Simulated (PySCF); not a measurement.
C3H4N2, charge +1, doublet, at a GFN2-xTB geometry (a state made from the parent by changing its charge; the spin is typed, not shown lowest), with bond 9-4 at 1.4 times its length; CASSCF(5,5)/6-31G (PySCF).

Here is a job for PySCF.
```python
from pyscf import gto, scf, mcscf
import numpy

mol = gto.M(
    atom='''
C    -0.871830   -0.811025    0.019808
C    -0.935172    0.566748   -0.320566
N     0.307186    1.047529   -0.144753
C     1.116277   -0.000786    0.167973
N     0.382985   -1.081589    0.318503
H    -1.680191   -1.510087    0.146750
H    -1.801432    1.175443   -0.514020
H     0.607811    2.000906   -0.324817
H     2.615235    0.059865    0.314388
''',
    basis='6-31g',
    charge=1,
    spin=1,
    verbose=4,
)

mf = scf.ROHF(mol)
mf.kernel()
mc = mcscf.CASSCF(mf, 5, 5)
mc.kernel()
occ = numpy.linalg.eigvalsh(mc.fcisolver.make_rdm1(mc.ci, mc.ncas, mc.nelecas))[::-1]
ss = mc.fcisolver.spin_square(mc.ci, mc.ncas, mc.nelecas)[0]
print('natural occupations', occ.round(4), ' <S^2>', round(ss, 4))
```

### Question
Write the output that PySCF gives for this input, abridged.

### Answer

```
PySCF version 2.14.0

[INPUT] verbose = 4
[INPUT] num. atoms = 9
[INPUT] num. electrons = 35
[INPUT] charge = 1
[INPUT] spin (= nelec alpha-beta = 2S) = 1
[INPUT] symmetry False subgroup None
[INPUT] Mole.unit = angstrom
[INPUT] Symbol           X                Y                Z      unit          X                Y                Z       unit  Magmom
[INPUT]  1 C     -0.871830000000  -0.811025000000   0.019808000000 AA   -1.647519927180  -1.532615130175   0.037431695075 Bohr   0.0
[INPUT]  2 C     -0.935172000000   0.566748000000  -0.320566000000 AA   -1.767218959362   1.070998501645  -0.605781944847 Bohr   0.0
[INPUT]  3 N      0.307186000000   1.047529000000  -0.144753000000 AA    0.580497409301   1.979542917540  -0.273543525709 Bohr   0.0
[INPUT]  4 C      1.116277000000  -0.000786000000   0.167973000000 AA    2.109457809151  -0.001485324734   0.317422966322 Bohr   0.0
[INPUT]  5 N      0.382985000000  -1.081589000000   0.318503000000 AA    0.723736759817  -2.043906989342   0.601883439852 Bohr   0.0
[INPUT]  6 H     -1.680191000000  -1.510087000000   0.146750000000 AA   -3.175100826959  -2.853650854266   0.277317308780 Bohr   0.0
[INPUT]  7 H     -1.801432000000   1.175443000000  -0.514020000000 AA   -3.404213112027   2.221265345037  -0.971357022549 Bohr   0.0
[INPUT]  8 H      0.607811000000   2.000906000000  -0.324817000000 AA    1.148596325498   3.781164340999  -0.613815170603 Bohr   0.0
[INPUT]  9 H      2.615235000000   0.059865000000   0.314388000000 AA    4.942077901377   0.113128454447   0.594107216850 Bohr   0.0

nuclear repulsion = 162.671608904682
number of shells = 33
number of NR pGTOs = 126
number of NR cGTOs = 53
basis = 6-31g
ecp = {}

******** <class 'pyscf.scf.rohf.ROHF'> ********
method = ROHF
initial guess = minao
damping factor = 0
level_shift factor = 0
DIIS = <class 'pyscf.scf.diis.CDIIS'>
diis_start_cycle = 1
diis_space = 8
diis_damp = 0
SCF conv_tol = 1e-09
SCF conv_tol_grad = None
SCF max_cycles = 50
direct_scf = True
direct_scf_tol = 1e-13
num. doubly occ = 17  num. singly occ = 1
Set gradient conv threshold to 3.16228e-05
init E= -226.143788273088
  HOMO = -0.16779695251545  LUMO = 0.0894694375015659  gap/eV = 7.00058
cycle= 1 E= -224.205064797229  delta_E= 1.94  |g|= 0.626  |ddm|= 2.14
  HOMO = -0.523578600573346  LUMO = -0.1576153004988  gap/eV = 9.95837
cycle= 2 E= -224.316911353993  delta_E= -0.112  |g|= 0.336  |ddm|= 0.825
  HOMO = -0.437744739169523  LUMO = -0.0701975280062919  gap/eV = 10.00147
cycle= 3 E= -224.343378893802  delta_E= -0.0265  |g|= 0.0744  |ddm|= 0.275
  HOMO = -0.421410530454051  LUMO = -0.0604333975193392  gap/eV = 9.82269
cycle= 4 E= -224.345394438668  delta_E= -0.00202  |g|= 0.0271  |ddm|= 0.0928
  HOMO = -0.426501200238684  LUMO = -0.0625801320415731  gap/eV = 9.90280
cycle= 5 E= -224.34572472398  delta_E= -0.00033  |g|= 0.00559  |ddm|= 0.0426
  HOMO = -0.426077663927819  LUMO = -0.0630672328344251  gap/eV = 9.87802
cycle= 6 E= -224.345787637537  delta_E= -6.29e-05  |g|= 0.00304  |ddm|= 0.0184
  HOMO = -0.42605835553492  LUMO = -0.0630813522822236  gap/eV = 9.87711
cycle= 7 E= -224.345804720235  delta_E= -1.71e-05  |g|= 0.00187  |ddm|= 0.00745
  HOMO = -0.425906578844208  LUMO = -0.0632626934291427  gap/eV = 9.86804
cycle= 8 E= -224.345814016626  delta_E= -9.3e-06  |g|= 0.000659  |ddm|= 0.00731
  HOMO = -0.42587916060274  LUMO = -0.0633277832344135  gap/eV = 9.86553
cycle= 9 E= -224.345815441695  delta_E= -1.43e-06  |g|= 0.000475  |ddm|= 0.00239
  HOMO = -0.425817561115492  LUMO = -0.0633717965395699  gap/eV = 9.86265
cycle= 10 E= -224.345815985741  delta_E= -5.44e-07  |g|= 0.000156  |ddm|= 0.00197
  HOMO = -0.425799158784489  LUMO = -0.0633850658367918  gap/eV = 9.86179
cycle= 11 E= -224.345816042933  delta_E= -5.72e-08  |g|= 3.17e-05  |ddm|= 0.000712
  HOMO = -0.425799752331592  LUMO = -0.0633880016255675  gap/eV = 9.86173
cycle= 12 E= -224.345816044726  delta_E= -1.79e-09  |g|= 1.3e-05  |ddm|= 0.0001
  HOMO = -0.42579934107374  LUMO = -0.0633867283510996  gap/eV = 9.86175
cycle= 13 E= -224.345816045067  delta_E= -3.41e-10  |g|= 7.91e-06  |ddm|= 3.59e-05
  HOMO = -0.425799811374018  LUMO = -0.0633871679243858  gap/eV = 9.86175
Extra cycle  E= -224.34581604514  delta_E= -7.34e-11  |g|= 3.81e-06  |ddm|= 1.24e-05
converged SCF energy = -224.34581604514

******** <class 'pyscf.mcscf.mc1step.CASSCF'> ********
CAS (3e+2e, 5o), ncore = 15, nvir = 33
max_cycle_macro = 50
max_cycle_micro = 4
conv_tol = 1e-07
conv_tol_grad = None
orbital rotation max_stepsize = 0.02
orbital rotation threshold for CI restart = 0.01
augmented hessian ah_max_cycle = 30
augmented hessian ah_conv_tol = 1e-12
augmented hessian ah_linear dependence = 1e-14
augmented hessian ah_level shift = 1e-08
augmented hessian ah_start_tol = 2.5
augmented hessian ah_start_cycle = 3
augmented hessian ah_grad_trust_region = 3
kf_trust_region = 3
kf_interval = 4
ci_response_space = 4
ci_grad_trust_region = 3
with_dep4 0
natorb = False
canonicalization = True
sorting_mo_energy = False
ao2mo_level = 2
internal_rotation = False
******** <class 'pyscf.fci.direct_spin1.FCISolver'> ********
max. cycles = 50
conv_tol = 1e-08
davidson only = False
linear dependence = 1e-12
level shift = 0.001
max iter space = 12
nroots = 1
pspace_size = 400
spin = None
CASCI E = -224.350138085987  S^2 = 0.7500000
Set conv_tol_grad to 0.000316228
macro iter   1 ( 21 JK    4 micro), CASSCF E = -224.356764986140  dE = -6.62690015e-03  S^2 = 0.7500000
               |grad[o]|=0.0131  |grad[c]|=0.0133  |ddm|=0.0713  |maxRot[o]|=0.292
macro iter   2 ( 21 JK    4 micro), CASSCF E = -224.360548049447  dE = -3.78306331e-03  S^2 = 0.7500000
               |grad[o]|=0.0167  |grad[c]|=0.023  |ddm|=0.0385  |maxRot[o]|=0.144
macro iter   3 ( 21 JK    4 micro), CASSCF E = -224.364745421216  dE = -4.19737177e-03  S^2 = 0.7500000
               |grad[o]|=0.0195  |grad[c]|=0.0181  |ddm|=0.0195  |maxRot[o]|=0.291
macro iter   4 ( 21 JK    4 micro), CASSCF E = -224.368542133405  dE = -3.79671219e-03  S^2 = 0.7500000
               |grad[o]|=0.0194  |grad[c]|=0.0221  |ddm|=0.031  |maxRot[o]|=0.159
macro iter   5 ( 21 JK    4 micro), CASSCF E = -224.374740110525  dE = -6.19797712e-03  S^2 = 0.7500000
               |grad[o]|=0.0218  |grad[c]|=0.0252  |ddm|=0.0439  |maxRot[o]|=0.159
macro iter   6 ( 21 JK    4 micro), CASSCF E = -224.382821681741  dE = -8.08157122e-03  S^2 = 0.7500000
               |grad[o]|=0.027  |grad[c]|=0.016  |ddm|=0.0119  |maxRot[o]|=0.159
macro iter   7 ( 21 JK    4 micro), CASSCF E = -224.390358548290  dE = -7.53686655e-03  S^2 = 0.7500000
               |grad[o]|=0.0271  |grad[c]|=0.0105  |ddm|=0.0116  |maxRot[o]|=0.159
macro iter   8 ( 18 JK    4 micro), CASSCF E = -224.395953612878  dE = -5.59506459e-03  S^2 = 0.7500000
               |grad[o]|=0.0217  |grad[c]|=0.00414  |ddm|=0.0195  |maxRot[o]|=0.154
macro iter   9 ( 19 JK    4 micro), CASSCF E = -224.396717099684  dE = -7.63486806e-04  S^2 = 0.7500000
               |grad[o]|=0.0111  |grad[c]|=0.00908  |ddm|=0.0182  |maxRot[o]|=0.0331
macro iter  10 ( 16 JK    4 micro), CASSCF E = -224.397250379746  dE = -5.33280062e-04  S^2 = 0.7500000
               |grad[o]|=0.00872  |grad[c]|=0.00612  |ddm|=0.0109  |maxRot[o]|=0.0385
macro iter  11 ( 15 JK    4 micro), CASSCF E = -224.397777325647  dE = -5.26945901e-04  S^2 = 0.7500000
               |grad[o]|=0.00701  |grad[c]|=0.00574  |ddm|=0.00874  |maxRot[o]|=0.0551
macro iter  12 ( 14 JK    4 micro), CASSCF E = -224.398126749433  dE = -3.49423787e-04  S^2 = 0.7500000
               |grad[o]|=0.00476  |grad[c]|=0.00478  |ddm|=0.008  |maxRot[o]|=0.0653
macro iter  13 ( 13 JK    4 micro), CASSCF E = -224.398251261533  dE = -1.24512100e-04  S^2 = 0.7500000
               |grad[o]|=0.00258  |grad[c]|=0.00169  |ddm|=0.00516  |maxRot[o]|=0.0573
macro iter  14 ( 13 JK    4 micro), CASSCF E = -224.398262940190  dE = -1.16786569e-05  S^2 = 0.7500000
               |grad[o]|=0.000871  |grad[c]|=0.000376  |ddm|=0.00157  |maxRot[o]|=0.0224
macro iter  15 (  3 JK    1 micro), CASSCF E = -224.398263027126  dE = -8.69354153e-08  S^2 = 0.7500000
               |grad[o]|=0.00012  |grad[c]|=0.000125  |ddm|=9.38e-05  |maxRot[o]|=0.00116
1-step CASSCF converged in  15 macro (258 JK  57 micro) steps
CASSCF canonicalization
Density matrix diagonal elements [1.94787436 1.93629984 0.99754212 0.05634058 0.0619431 ]
CASSCF energy = -224.398263027126
CASCI E = -224.398263027126  E(CI) = -7.21323592180968  S^2 = 0.7500000
natural occupations [1.952  1.9366 0.9993 0.0629 0.0493]  <S^2> 0.75
```
